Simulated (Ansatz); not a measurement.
Ansatz (a program for electronic structure) input (B3LYP-D3(BJ)/def2-TZVP):

Ansatz 0.2 input:
```yaml
crystal:
  periodic: [false, false, false]
  atoms:
    - {symbol: Hf, position_ang: [0.05001129, 0.22407941, 0.08619794]}
    - {symbol: F, position_ang: [1.77675713, -0.28415382, -0.13135637]}
    - {symbol: F, position_ang: [-0.84436812, -0.50301198, 1.48602060]}
    - {symbol: F, position_ang: [-0.90979031, 0.54416884, -1.41747093]}
basis:
  gaussian:
    orbitals: def2-TZVP
hamiltonian:
  xc: b3lyp
  dispersion: d3bj
magnetization: {spin_polarized: true, initial_magnetization: 1}
relax: {f_tol: 0.002, max_steps: 150}
```

End of the output:

```
relax step   3: F+E_penalty+E_count = -9467.70097977 eV  Δ(F+E_penalty+E_count) = -3.448e-2 eV  max|allowed force component| = 1.602e-2 eV/Å  Δτ_max = 0.1825 Å  (33 SCF iters, accepted)
these checks for a lower state are left out or cut short: starts, cluster_reference, orbital_swaps, neighbouring_geometries, increment
integrals: 0.04 GiB planned
841 factors; their error is unknown
mean field: 0.55 GiB planned
mean field -9467.61964320 eV, -347.9286045046 hartree, gradient 1.6e-5 eV, S^2 0.750887; 0 other end points of the search recorded, 0 dependent functions left out
the calculation of the forces begins
reference -9467.61990206 eV, -347.9286140173 hartree; 20, 19 occupied and 113, 114 virtual orbitals, 841 factors
relax step   4: F+E_penalty+E_count = -9467.70117733 eV  Δ(F+E_penalty+E_count) = -1.976e-4 eV  max|allowed force component| = 4.653e-3 eV/Å  Δτ_max = 0.0160 Å  (30 SCF iters, accepted)
these checks for a lower state are left out or cut short: starts, cluster_reference, orbital_swaps, neighbouring_geometries, increment
integrals: 0.04 GiB planned
841 factors; their error is unknown
mean field: 0.55 GiB planned
mean field -9467.61964870 eV, -347.9286047067 hartree, gradient 2.2e-5 eV, S^2 0.750888; 0 other end points of the search recorded, 0 dependent functions left out
the calculation of the forces begins
reference -9467.61990755 eV, -347.9286142191 hartree; 20, 19 occupied and 113, 114 virtual orbitals, 841 factors
relax step   5: F+E_penalty+E_count = -9467.70117976 eV  Δ(F+E_penalty+E_count) = -2.436e-6 eV  max|allowed force component| = 1.295e-4 eV/Å  Δτ_max = 0.0013 Å  (31 SCF iters, accepted)
integrals: 0.04 GiB planned
841 factors; their error is unknown
mean field: 0.55 GiB planned
mean field evaluation 64: about -9467.6196 eV, gradient 2.9e-5 eV
mean field -9467.61964870 eV, -347.9286047067 hartree, gradient 2.3e-5 eV, S^2 0.750888; 1 other end points of the search recorded, 0 dependent functions left out
the calculation of the forces begins
reference -9467.61990755 eV, -347.9286142191 hartree; 20, 19 occupied and 113, 114 virtual orbitals, 841 factors
Total energy: -9467.70143861 eV, -347.9316104304 hartree
Atom 0 at     0.018238    -0.004609     0.005903 Å, force    -0.000026    -0.000098    -0.000130 eV/Å
Atom 1 at     1.914685    -0.222092    -0.113849 Å, force     0.000031     0.000023     0.000060 eV/Å
Atom 2 at    -0.896242    -0.457721     1.623467 Å, force     0.000014     0.000036     0.000032 eV/Å
Atom 3 at    -0.964071     0.665504    -1.492130 Å, force    -0.000019     0.000038     0.000038 eV/Å
Dipole moment:     0.000107     0.000087     0.000049 e Å
```

The spin state was set by rule; other spins were not relaxed.
